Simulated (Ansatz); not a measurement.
Ideal-gas functions of CH4Se (`C[SeH]`) at 500 K and 1 bar, from an Ansatz frequency run at PBE0-D4/def2-TZVP.

Molar mass 95.0 g/mol, point group Cs (symmetry number 1), electronic degeneracy 1, moments of inertia 5.317, 53.69, 55.771 u Å². Harmonic wavenumbers (cm⁻¹, unscaled): 201, 609, 719, 918, 1006, 1312, 1461, 1474, 2442, 3081, 3178, 3185.

Use S(trans) = R[1.5 ln M + 2.5 ln T − 1.1517]; rotational temperatures θ = 24.2544 K / I; S(rot) = R[ln(√π/σ · √(T³/θAθBθC)) + 1.5]; for each mode x = 1.438777 ν̃/T, S = R[x/(eˣ − 1) − ln(1 − e⁻ˣ)] and H = RT x/(eˣ − 1); 1 cm⁻¹ = 0.0119627 kJ/mol; R = 8.31446 J/(mol·K).

By hand: the entropy, in J/(mol·K).

Translation 176.4. Rotation: θ = 4.5617, 0.4517, 0.4349 K, giving 95.2. Vibration, mode by mode: 12.98, 4.64, 3.61, 2.30, 1.88, 0.93, 0.66, 0.64, 0.06, 0.01, 0.01, 0.01, in all 27.7. Electronic 0.0. Sum 299.3 J/(mol·K).

By hand: H − E and G − E in kJ/mol, counted from the electronic energy.

Zero-point energy ½ × 19586 × 0.0119627 = 117.2; thermal vibration 8.3; translation, rotation and pV give 4 RT = 16.6. H − E = 142.1 kJ/mol, and G − E = 142.1 − 500 × 299.3/1000 = -7.6 kJ/mol.

Vibration gives 9 % of the entropy.
